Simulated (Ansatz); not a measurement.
```yaml
crystal:
  periodic: [false, false, false]
  atoms:
    - {symbol: Br, position_ang: [-0.789382, -3.384370, 0.314197]}
    - {symbol: Al, position_ang: [-0.123553, -1.254817, 0.179610]}
    - {symbol: O, position_ang: [-0.968602, 0.125760, -0.445179]}
    - {symbol: Si, position_ang: [0.440173, 0.935506, -0.009619]}
    - {symbol: H, position_ang: [1.201114, 1.544641, -1.133269]}
    - {symbol: H, position_ang: [0.282451, 1.969381, 1.048161]}
basis:
  gaussian: {orbitals: def2-TZVPD}
hamiltonian: {xc: {name: revPBE0}, dispersion: d3bj}
output: {forces: true}
```

```sh
$ ansatz run in.yaml --threads 2 --pin off --events-out ev --progress --plain --max-ram 4352MiB
```

It prints (some lines left out):

```
Functional definition: revPBE0
1348 factors; their error is unknown
mean field evaluation 1: about -86588.4347 eV, gradient 6.2e1 eV
mean field evaluation 2: about -86521.0419 eV, gradient 1.7e2 eV
mean field evaluation 4: about -86595.3573 eV, gradient 6.7e0 eV
mean field evaluation 8: about -86595.4533 eV, gradient 1.4e-1 eV
mean field evaluation 16: about -86595.7864 eV, gradient 2.8e-4 eV
mean field -86595.78639641 eV, -3182.3364533359 hartree, gradient 1.2e-5 eV, S^2 0.000000; 0 other end points of the search recorded, 0 dependent functions left out
reference -86595.78644821 eV, -3182.3364552393 hartree; 36, 36 occupied and 165, 165 virtual orbitals, 1348 factors
Total energy: -86596.06235677 eV, -3182.3465946922 hartree
Atom 0 at    -0.789382    -3.384370     0.314197 Å, force    -0.020619    -0.072784     0.005455 eV/Å
Atom 1 at    -0.123553    -1.254817     0.179610 Å, force     0.068868    -0.054305     0.039575 eV/Å
Atom 2 at    -0.968602     0.125760    -0.445179 Å, force    -0.150199     0.044429    -0.071933 eV/Å
Atom 3 at     0.440173     0.935506    -0.009619 Å, force     0.099323     0.067571     0.028826 eV/Å
Atom 4 at     1.201114     1.544641    -1.133269 Å, force     0.005835     0.005392    -0.011753 eV/Å
Atom 5 at     0.282451     1.969381     1.048161 Å, force    -0.003208     0.009697     0.009829 eV/Å
Dipole moment:     0.237358     0.001764     0.099569 e Å
```

It took 7 s on 2 threads of an Arm Neoverse V2 on a shared host, with 0.61 GiB of host memory at the peak.
